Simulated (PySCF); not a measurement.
Computed data sheet: `O=S(=O)(c1cccs1)C(F)(F)F`

Compound: C5H3F3O2S2.
Cartesian coordinates in Å at the GFN2-xTB level; atoms count from 1:
```xyz
15
C5H3F3O2S2 angstrom
O     -1.5365   -2.0031    0.6889
S     -1.2827   -1.0890   -0.3745
O     -1.5615   -1.4543   -1.7234
C      0.3352   -0.4207   -0.2407
C      1.0727   -0.2772    0.8987
C      2.3087    0.3458    0.6431
C      2.4685    0.6597   -0.6737
S      1.1219    0.2043   -1.6341
C     -2.3291    0.4512   -0.0046
F     -2.0375    1.4136   -0.8817
F     -3.6260    0.2002   -0.0574
F     -2.0242    0.9081    1.2112
H      0.7324   -0.6162    1.8592
H      3.0424    0.5491    1.4012
H      3.3112    1.1363   -1.1342
```

Among its groups: aromatic ring with sulfur, sulfone, CF3 group and C–F bond.

**GFN2-xTB geometry**

* Point group of the GFN2-xTB geometry: C1
* Rotational constants A, B, C of the GFN2-xTB geometry: 1.299, 0.557, 0.545 GHz

PBE0/pcSseg-1 ground state and GIAO shieldings, non-relativistic (PySCF):

* Dipole moment: 5.07 D
* HOMO energy: -8.21 eV
* LUMO energy: -2.07 eV
* HOMO–LUMO gap: 6.14 eV
* Lowest Hirshfeld atomic charge: -0.30 e on O3
* Highest Hirshfeld atomic charge: +0.47 e on S2
* 13C chemical shifts (computed TMS as zero) by class: 147.5 (C7), 145.0 (C4), 142.2 (C5), 133.0 (C6), 132.3 (C9) ppm
* 1H chemical shifts (computed TMS as zero) by class: 7.94 (H13), 7.87 (H15), 7.47 (H14) ppm
* Isotropic shieldings of nuclei other than C and H, by class: 136 (O1/O3), 262 (F10/F11/F12), 215 (S2), 245 (S8) ppm
* Mayer bond orders between heavy atoms: O1–S2 1.78, S2–O3 1.77, S2–C4 0.88, C4–C5 1.45, C5–C6 1.30, C6–C7 1.54, C7–S8 1.20, S2–C9 0.74, C9–F10 1.00, C9–F11 1.04, C9–F12 1.00, S8–C4 1.13

Monoisotopic mass (most abundant isotopes): 215.9527 u.

The rotational constants make it an asymmetric top with κ = (2B − A − C)/(A − C) = -0.97, nearer the prolate limit (−1). With B = h/(8π²I), that is 505.379 GHz u Å² over I, the principal moments of inertia are 388.9, 907.7 and 926.8 u Å² (most abundant isotopes). In atomic units the dipole is 1.99 e·bohr (1 au = 2.5417 D).

Isolated species at its GFN2-xTB geometry (one conformer only). NMR classes are plain means over equivalent atoms (diastereotopic ones count apart unless rotation or inversion swaps them), as if these changed places fast; in this geometry the members of some classes differ.
